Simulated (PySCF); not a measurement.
CNO, doublet, at a GFN2-xTB geometry, atoms displaced at random by about 0.1 Å a coordinate. Base run: PySCF with PBE/6-31G.

Input for PySCF:
```python
from pyscf import gto, scf, dft
from pyscf.geomopt import geometric_solver

mol = gto.Mole()
mol.atom = '''
    N     0.081956   -0.075588   -1.257951
    C     0.211976   -0.024065   -0.241255
    O    -0.058749    0.021823    1.277299
'''
mol.basis = '6-31g'
mol.charge = 0
mol.spin = 1
mol.verbose = 3
mol.build()

def method(m):
    mf = dft.UKS(m)
    mf.xc = 'pbe'
    return mf

conv, mol_eq = geometric_solver.kernel(method(mol), maxsteps=100)
print('optimisation converged:', conv)
print(mol_eq.tostring(format='xyz'))
mf = method(mol_eq)
mf.kernel()
```

Each row names what was changed in the base input (with any setting that the change needs).

```tsv
change	ΔE vs base (kJ/mol)	optimiser steps	core-seconds (rough)
base	0.00	9	30
convergence_set = GAU_LOOSE	0.00	9	20
trust = 0.5	0.00	9	20
convergence_set = NWCHEM_LOOSE	0.00	9	20
coordsys = prim	0.00	9	20
coordsys = dlc	0.00	9	20
convergence_set = TURBOMOLE	0.00	9	20
```

Open shells are given as the SCF converged; they aren't shown to be the lowest states, and a large step between rows can be another state.
